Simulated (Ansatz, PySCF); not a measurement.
Species: Si₂H₃, net charge 0, doublet state. It need not be the lowest isomer of its formula. 
Coordinates optimised at B3LYP-D3(BJ)/def2-TZVP (Ansatz, an electronic-structure program):
SMILES: [SiH]=[SiH2]
```xyz
5

Si    -1.2264     0.1449    -0.1145
Si     1.0462    -0.0389     0.0964
H     -1.3325    -1.3477     0.1685
H      1.8899    -1.2636     0.0402
H      1.9663     1.1277     0.0447
```
Charge 0, spin multiplicity 2.

Wanted: atomisation energy (electronic, to ground-state atoms), in eV. Correlated levels leave the core frozen unless marked. UHF or UKS for open shells. No spin-orbit coupling. No relativistic terms. The coupled-cluster limit lacks core correlation, which all-electron functionals hold. Basis-set limits of correlation are two-point, X^-3; Hartree-Fock from the larger set. [CCSD(T)-MP2]/basis is that difference in the basis named.

| level | program | atomisation energy (eV) |
|---|---|---|
| HF/def2-SVP | Ansatz | 8.92 |
| PW6B95-D4/def2-TZVPD | PySCF + dftd4 | 12.57 |
| MP2/CBS(cc-pV(T+d)Z,cc-pV(Q+d)Z) | Ansatz | 12.03 |
| SCS-MP2/STO-3G | Ansatz | 14.58 |
| CCSD/def2-SVP | Ansatz | 11.29 |
| RI-MP2/CBS(cc-pV(T+d)Z,cc-pV(Q+d)Z)+[CCSD(T)-MP2]/cc-pV(Q+d)Z | Ansatz | 12.45 |
| CCSD(T)/CBS(cc-pV(T+d)Z,cc-pV(Q+d)Z) | Ansatz | 12.47 |

The UHF reference is spin-contaminated (<S^2> 0.19 over the pure value in the largest basis). The T1 diagnostic of CCSD in the largest basis is 0.050, which is high, so the coupled-cluster rows are less sure than usual.
